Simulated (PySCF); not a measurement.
Delta-SCF ions had no search for a lower state. Excitations are Tamm–Dancoff values on a coarser integration grid. The basis has no diffuse functions, so Rydberg states are missing or too high.

C$_{4}$H$_{6}$Si, SMILES `C(#C[SiH]=C)C` (charge 0, multiplicity 1)

Calculation: PySCF with PBE0-D3(BJ)/def2-TZVP.

The HOMO is -6.20 eV and the dipole moment comes out as 0.548 e·Å. The LUMO is -1.29 eV and the HOMO–LUMO gap comes out as 4.91 eV. The S1 excitation (TDA) is 4.94 eV and the S1 oscillator strength comes out as 0.005. The brightest of the four lowest singlets (TDA) comes out as 4.96 eV and the T1 excitation (TDA) is 2.44 eV. The S1–T1 gap (TDA) is 2.50 eV. The vertical ionisation energy (Delta-SCF) is 7.98 eV. The total energy comes out as -445.1798 Ha and the cost is around 70 core-seconds (rough).

Bond lengths (Å): C1–Si2 1.698, C1–H6 1.084, C1–H7 1.083, Si2–C3 1.791, Si2–H8 1.476, C3–C4 1.211, C4–C5 1.445, C5–H9 1.093, C5–H10 1.093, C5–H11 1.093. Angles (°): Si2–C1–H6 121.3, Si2–C1–H7 122.6, H6–C1–H7 116.1, C1–Si2–C3 124.0, C1–Si2–H8 122.4, C3–Si2–H8 113.6, Si2–C3–C4 178.7, C3–C4–C5 179.6, C4–C5–H9 110.8, C4–C5–H10 110.7, C4–C5–H11 110.7, H9–C5–H10 108.1, H9–C5–H11 108.2, H10–C5–H11 108.1.
